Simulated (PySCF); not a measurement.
Stepwise substitution at one centre (In NH2-SH). All species are isolated molecules in the gas phase. One relaxed conformer stands for each flexible species; it need not be the lowest. Strings in code marks are SMILES.

All values below come from B3LYP-D3(BJ)/def2-TZVP (PySCF). B3LYP has the VWN-RPA correlation part, as in Gaussian. Excitations are Tamm–Dancoff values on a coarser integration grid. The basis has no diffuse functions, so Rydberg states are missing or too high.

```tsv
species	HOMO–LUMO gap (eV)	LUMO (eV)	T1 excitation (TDA) (eV)
0 of 3 NH2 replaced by SH (`[NH2][In]([NH2])[NH2]`)	5.46	-1.07	3.92
1 of 3 NH2 replaced by SH (`[NH2][In]([NH2])[SH]`)	5.48	-1.39	4.02
2 of 3 NH2 replaced by SH (`[NH2][In]([SH])[SH]`)	5.33	-1.79	3.84
3 of 3 NH2 replaced by SH (`[In]([SH])([SH])[SH]`)	5.18	-2.16	3.86
```
